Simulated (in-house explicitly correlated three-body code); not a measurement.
Computed with an exponentially correlated three-body code. Model: two electrons around a point charge, non-relativistic, variational in 260 exponentially correlated functions (energies converged to about 1e-7 hartree, or 1e-8 relative for large Z).

For two electrons in a singlet the Kohn-Sham orbital is the square root of half the density, so the exact Kohn-Sham potential and energy parts follow from the density alone, and exchange is minus half the Hartree energy. The Kohn-Sham level equals minus the binding energy of the second electron.

Command:
```bash
python run_hyl.py task.json out
```
Settings (lengths in bohr, energies in hartree):
```
Z                      5.9
interaction_strength   1
functions              260
states_tried           13
```

Cost of the run: 60 s on 1 thread of Intel(R) Xeon(R) Platinum 8259CL CPU @ 2.50GHz (Skylake/Cascade Lake), on a shared host.

**Converged states only, values per electron or pair.**

Given: nuclear charge 5.9.

```
term  mean r (bohr)  mean r squared (bohr²)  mean inverse r (1/bohr)  mean r12 (bohr)  mean inverse r12 (1/bohr)  mean cosine  mean p1 dot p2 (bohr⁻²)  delta r1 (bohr⁻³)  delta r12 (bohr⁻³)
1 1S        0.27163                0.099257                   5.5876          0.40259                     3.3765    -0.022443                  0.67207              58.31              5.8055
2 3S        0.68956                 0.77987                   3.5934           1.1661                      1.011   -0.0072849                 0.048538             35.663                   -
2 1S              ?                       ?                        ?                ?                          ?            ?                        ?                  ?                   ?
2 3P        0.61896                   0.625                   3.5743             1.04                      1.176    -0.068282                  -1.9006             32.328                   -
2 1P        0.64334                 0.68225                    3.558           1.0555                      1.233     0.037919                   1.7668             32.762             0.21766
3 3S         1.4294                  3.8937                   3.2309           2.6217                    0.48703   -0.0023614                 0.014052              33.53                   -
3 1S          1.476                  4.1774                   3.2251           2.7121                    0.52209   -0.0033248                 0.017622             33.473             0.27138
3 3P              ?                       ?                        ?                ?                          ?            ?                        ?                  ?                   -
3 1P         1.4105                  3.8383                   3.2211           2.5796                    0.54773    0.0095104                  0.46558             32.699            0.071671
4 3S         2.4754                  12.448                   3.1067            4.706                    0.28297   -0.0010146                0.0058427             33.035                   -
4 3P         2.4379                  12.158                   3.1045           4.6323                    0.29997   -0.0067657                 -0.17753             32.651                   -
4 1P         2.4842                  12.648                   3.1027            4.722                    0.30773    0.0037763                  0.18843             32.691            0.031239
```

**Question.** What belongs in the row 2 1S?

**Answer.** mean r (bohr): 0.72123; mean r squared (bohr²): 0.86637; mean inverse r (1/bohr): 3.5717; mean r12 (bohr): 1.2181; mean inverse r12 (1/bohr): 1.1435; mean cosine: -0.010415; mean p1 dot p2 (bohr⁻²): 0.057221; delta r1 (bohr⁻³): 35.391; delta r12 (bohr⁻³): 0.92697.

**Question.** What belongs in the row 3 3P?

**Answer.** mean r (bohr): 1.3755; mean r squared (bohr²): 3.6354; mean inverse r (1/bohr): 3.2256; mean r12 (bohr): 2.5174; mean inverse r12 (1/bohr): 0.52956; mean cosine: -0.017007; mean p1 dot p2 (bohr⁻²): -0.45331; delta r1 (bohr⁻³): 32.596.

**Electric-dipole lines between converged S and P states, rate of the upper state's decay.**

| s state | p state | p minus s (eV) | oscillator strength from s | rate (1/s) |
| --- | --- | --- | --- | --- |
| 1 1S | 2 1P | 296.69 | 0.64384 | 8.1974e+11 |
| 1 1S | 3 1P | 341.45 | 0.14006 | 2.3618e+11 |
| 1 1S | 4 1P | 357.2 | 0.053421 | 9.8585e+10 |
| 2 1S | 2 1P | 3.4268 | 0.094819 | 1.6105e+07 |
| 2 1S | 3 1P | 48.183 | 0.35017 | 1.1759e+10 |
| 2 1S | 4 1P | 63.93 | 0.089831 | 5.3104e+09 |
| 3 1S | 2 1P | ? | ? | ? |
| 3 1S | 3 1P | 0.9928 | 0.1646 | 2.3466e+06 |
| 3 1S | 4 1P | 16.74 | 0.37738 | 1.5296e+09 |
| 2 3S | 2 3P | 5.3123 | 0.13396 | 5.468e+07 |
| 2 3S | 3 3P | ? | ? | ? |
| 2 3S | 4 3P | 68.822 | 0.083279 | 5.7053e+09 |
| 3 3S | 2 3P | -45.767 | -0.068453 | 6.2218e+09 |
| 3 3S | 3 3P | 1.4315 | 0.22397 | 6.6381e+06 |
| 3 3S | 4 3P | 17.742 | 0.33813 | 1.5396e+09 |
| 4 3S | 2 3P | -62.926 | -0.014067 | 2.4169e+09 |
| 4 3S | 3 3P | -15.727 | -0.15564 | 1.6705e+09 |
| 4 3S | 4 3P | 0.58348 | 0.30832 | 1.5183e+06 |

**Question.** What belongs in the row 3 1S 2 1P?

**Answer.** p minus s (eV): -43.763; oscillator strength from s: -0.063604; rate (1/s): 5.2858e+09.

**Question.** What belongs in the row 2 3S 3 3P?

**Answer.** p minus s (eV): 52.511; oscillator strength from s: 0.31435; rate (1/s): 1.2537e+10.

**Exact Kohn-Sham parts of the ground state from its density.**

Computed: total energy -31.2787231 hartree; Kohn-Sham kinetic 31.236 hartree; Hartree energy 6.9292 hartree; exchange energy -3.4646 hartree; kinetic part of the DFT correlation energy 0.043118 hartree; potential part of the DFT correlation energy -0.088147 hartree; exact minus restricted Hartree-Fock -0.045027 hartree; Kohn-Sham level -377.52 eV; restricted Hartree-Fock level -377.81 eV; C6 of two such species 0.00089546 hartree·bohr⁶.

**Question.** What is the DFT correlation energy?

**Answer.** -0.045028 hartree.

**Question.** What is the dipole polarisability?

**Answer.** 0.0096317 bohr³.

**Density and exact potentials over r, pair density (one pair, times 4 pi r12^2) and exact minus Kohn-Sham pair density over r12.**

```json
{"radius (bohr)": "0.0348", "radial density (electrons/bohr)": "1.1791", "exchange potential (hartree)": "-5.4666", "intracule density (1/bohr)": "0.088909", "Coulomb hole against Kohn-Sham (1/bohr)": "-0.01387", "correlation potential (hartree)": "-0.037"}
{"radius (bohr)": "0.0404", "radial density (electrons/bohr)": "1.4884", "exchange potential (hartree)": "-5.4296", "intracule density (1/bohr)": "0.11935", "Coulomb hole against Kohn-Sham (1/bohr)": "-0.01796", "correlation potential (hartree)": "-0.033"}
{"radius (bohr)": "0.0468", "radial density (electrons/bohr)": "?", "exchange potential (hartree)": "?", "intracule density (1/bohr)": "?", "Coulomb hole against Kohn-Sham (1/bohr)": "?", "correlation potential (hartree)": "?"}
{"radius (bohr)": "0.0544", "radial density (electrons/bohr)": "2.2922", "exchange potential (hartree)": "-5.3224", "intracule density (1/bohr)": "0.21304", "Coulomb hole against Kohn-Sham (1/bohr)": "-0.02927", "correlation potential (hartree)": "-0.025"}
{"radius (bohr)": "0.0631", "radial density (electrons/bohr)": "2.7872", "exchange potential (hartree)": "-5.2473", "intracule density (1/bohr)": "0.28278", "Coulomb hole against Kohn-Sham (1/bohr)": "-0.03668", "correlation potential (hartree)": "-0.02"}
{"radius (bohr)": "0.0732", "radial density (electrons/bohr)": "3.3363", "exchange potential (hartree)": "-5.1539", "intracule density (1/bohr)": "0.37334", "Coulomb hole against Kohn-Sham (1/bohr)": "-0.04524", "correlation potential (hartree)": "-0.014"}
{"radius (bohr)": "0.0849", "radial density (electrons/bohr)": "?", "exchange potential (hartree)": "?", "intracule density (1/bohr)": "?", "Coulomb hole against Kohn-Sham (1/bohr)": "?", "correlation potential (hartree)": "?"}
{"radius (bohr)": "0.0985", "radial density (electrons/bohr)": "4.5109", "exchange potential (hartree)": "-4.9", "intracule density (1/bohr)": "0.63487", "Coulomb hole against Kohn-Sham (1/bohr)": "-0.06443", "correlation potential (hartree)": "0"}
{"radius (bohr)": "0.114", "radial density (electrons/bohr)": "5.057", "exchange potential (hartree)": "-4.7366", "intracule density (1/bohr)": "0.81061", "Coulomb hole against Kohn-Sham (1/bohr)": "-0.07336", "correlation potential (hartree)": "0.006"}
{"radius (bohr)": "0.133", "radial density (electrons/bohr)": "5.539", "exchange potential (hartree)": "-4.5338", "intracule density (1/bohr)": "1.0314", "Coulomb hole against Kohn-Sham (1/bohr)": "-0.0805", "correlation potential (hartree)": "0.013"}
{"radius (bohr)": "0.154", "radial density (electrons/bohr)": "5.8475", "exchange potential (hartree)": "-4.3114", "intracule density (1/bohr)": "1.2709", "Coulomb hole against Kohn-Sham (1/bohr)": "-0.08319", "correlation potential (hartree)": "0.018"}
{"radius (bohr)": "0.179", "radial density (electrons/bohr)": "5.9525", "exchange potential (hartree)": "-4.054", "intracule density (1/bohr)": "1.5342", "Coulomb hole against Kohn-Sham (1/bohr)": "-0.07967", "correlation potential (hartree)": "0.021"}
{"radius (bohr)": "0.207", "radial density (electrons/bohr)": "5.8078", "exchange potential (hartree)": "-3.7804", "intracule density (1/bohr)": "1.7845", "Coulomb hole against Kohn-Sham (1/bohr)": "-0.06861", "correlation potential (hartree)": "0.022"}
{"radius (bohr)": "0.24", "radial density (electrons/bohr)": "5.3957", "exchange potential (hartree)": "-3.4815", "intracule density (1/bohr)": "2.0031", "Coulomb hole against Kohn-Sham (1/bohr)": "-0.04924", "correlation potential (hartree)": "0.021"}
{"radius (bohr)": "0.279", "radial density (electrons/bohr)": "4.7245", "exchange potential (hartree)": "-3.1634", "intracule density (1/bohr)": "2.1472", "Coulomb hole against Kohn-Sham (1/bohr)": "-0.0229", "correlation potential (hartree)": "0.018"}
{"radius (bohr)": "0.324", "radial density (electrons/bohr)": "3.8734", "exchange potential (hartree)": "-2.8426", "intracule density (1/bohr)": "2.1704", "Coulomb hole against Kohn-Sham (1/bohr)": "0.005465", "correlation potential (hartree)": "0.014"}
{"radius (bohr)": "0.376", "radial density (electrons/bohr)": "2.945", "exchange potential (hartree)": "-2.5278", "intracule density (1/bohr)": "2.0469", "Coulomb hole against Kohn-Sham (1/bohr)": "0.02961", "correlation potential (hartree)": "0.01"}
{"radius (bohr)": "0.436", "radial density (electrons/bohr)": "2.0548", "exchange potential (hartree)": "-2.2278", "intracule density (1/bohr)": "1.7793", "Coulomb hole against Kohn-Sham (1/bohr)": "0.04371", "correlation potential (hartree)": "0.007"}
{"radius (bohr)": "0.506", "radial density (electrons/bohr)": "1.2924", "exchange potential (hartree)": "-1.9466", "intracule density (1/bohr)": "1.4016", "Coulomb hole against Kohn-Sham (1/bohr)": "0.04513", "correlation potential (hartree)": "0.004"}
{"radius (bohr)": "0.587", "radial density (electrons/bohr)": "0.72354", "exchange potential (hartree)": "-1.6916", "intracule density (1/bohr)": "0.98454", "Coulomb hole against Kohn-Sham (1/bohr)": "0.0359", "correlation potential (hartree)": "0.002"}
{"radius (bohr)": "0.681", "radial density (electrons/bohr)": "0.35334", "exchange potential (hartree)": "-1.4642", "intracule density (1/bohr)": "0.60386", "Coulomb hole against Kohn-Sham (1/bohr)": "0.022", "correlation potential (hartree)": "0.001"}
{"radius (bohr)": "0.79", "radial density (electrons/bohr)": "0.14736", "exchange potential (hartree)": "-1.2645", "intracule density (1/bohr)": "0.31604", "Coulomb hole against Kohn-Sham (1/bohr)": "0.009799", "correlation potential (hartree)": "0.001"}
```

**Question.** What belongs in the row 0.0468?

**Answer.** radial density (electrons/bohr): 1.8535; exchange potential (hartree): -5.383; intracule density (1/bohr): 0.15917; Coulomb hole against Kohn-Sham (1/bohr): -0.02298; correlation potential (hartree): -0.03.

**Question.** What belongs in the row 0.0849?

**Answer.** radial density (electrons/bohr): 3.9201; exchange potential (hartree): -5.0393; intracule density (1/bohr): 0.48908; Coulomb hole against Kohn-Sham (1/bohr): -0.05467; correlation potential (hartree): -0.007.
